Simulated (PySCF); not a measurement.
Correlation energy of Al⁻ (aluminium, charge -1)

[Ne] 3s2 3p2, high-spin 3P determinant. Calculation: PySCF 2.14, in def2-QZVPPD; the non-relativistic Hamiltonian (point nucleus). Frozen: 1s2; 12 electrons correlated.

MP2 pair energies summed by pair of shells (mhartree):

```csv
pair,energy,share (%)
2p-2p,-109.10,49.9
2s-2p,-32.92,15.1
3s-3p,-28.91,13.2
3s-3s,-17.40,8.0
2p-3s,-13.72,6.3
2s-2s,-5.53,2.5
3p-3p,-4.86,2.2
2p-3p,-4.22,1.9
2s-3s,-1.35,0.6
2s-3p,-0.62,0.3
```

Total MP2 correlation energy: -218.64 mhartree.

Same-spin part -58.96 and opposite-spin part -159.68 mhartree; SCS-MP2 scales them by 1/3 and 6/5 to -211.27 mhartree.

This basis was not built for core-valence correlation, so the inner-shell part is incomplete.
